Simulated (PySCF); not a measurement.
# Substituent chemical shifts

Parent skeleton `[BH2-:1]1[O:2][CH:3]=[CH:4][CH:5]=[O+:6]1`; one hydrogen on atom 5 is replaced by X. Hydrogens on one atom are averaged.

[PySCF 2.14.0 with density-fitted response routines: coordinates at the PBE0-D3(BJ)/def2-SVP level; GIAO PBE0/pcSseg-1 shieldings; relativity neglected; one averaged value for each set of equivalent atoms; in vacuum; one conformer]

Scale: 11B (σref 100.73) vs BF3·OEt2; 17O (σref 334.56) against H2O; 13C (σref 184.41) and 1H (σref 31.27) vs TMS (reference shieldings calculated alike).

Parent (X = H): B1 4.4, O2 288.4, C3 186.2, C4 101.7, C5 186.2, O6 288.4, H(B1) 4.27, H(C3) 7.46, H(C4) 4.95 ppm. Effects are Δδ = δ(X) − δ(H), positive for deshielding.

Problem. Give Δδ (ppm) for X = OCF3, Ph, cBu, COCF3, CH2CN, CH=NMe, OiPr.

Solution. 
```csv
X,SMILES,B1,O2,C3,C4,C5,O6,H(B1),H(C3),H(C4)
OCF3,FC(F)(F)OC1=[O+][BH2-]OC=C1,+1.4,-17.0,+0.1,-16.3,-12.2,-54.3,+0.00,+0.12,-0.17
Ph,[BH2-]1OC=CC(c2ccccc2)=[O+]1,-4.8,-8.2,+0.0,-1.5,+0.2,-32.7,-0.34,+0.44,+1.31
cBu,[BH2-]1OC=CC(C2CCC2)=[O+]1,-5.0,-16.4,-0.8,-0.1,+21.4,+13.8,-0.55,+0.29,+0.85
COCF3,O=C(C1=[O+][BH2-]OC=C1)C(F)(F)F,+1.4,+27.2,+5.7,-3.3,-11.6,-32.1,+0.21,+0.36,+0.82
CH2CN,N#CCC1=[O+][BH2-]OC=C1,-4.1,+6.2,+2.5,+3.0,+4.3,-15.4,-0.46,+0.44,+1.31
CH=NMe,C/N=C\C1=[O+][BH2-]OC=C1,-5.3,+5.8,+4.5,+7.2,-12.0,-20.6,-0.45,+0.56,+0.68
OiPr,CC(C)OC1=[O+][BH2-]OC=C1,-3.8,-37.5,-2.3,-10.2,-7.4,-62.4,-0.54,+0.17,+0.11
```

Problem. Which position responds most, and to which substituents?

Solution. O6: from -62.4 ppm with OiPr to +13.8 ppm with cBu.

Unscaled 17O shifts of doubly bonded oxygen tend to come out too high, by tens of ppm or more. Experimental scales use liquid or dissolved standards, which lie at an offset from isolated H2O (liquid H2O: subtract about 36 ppm).
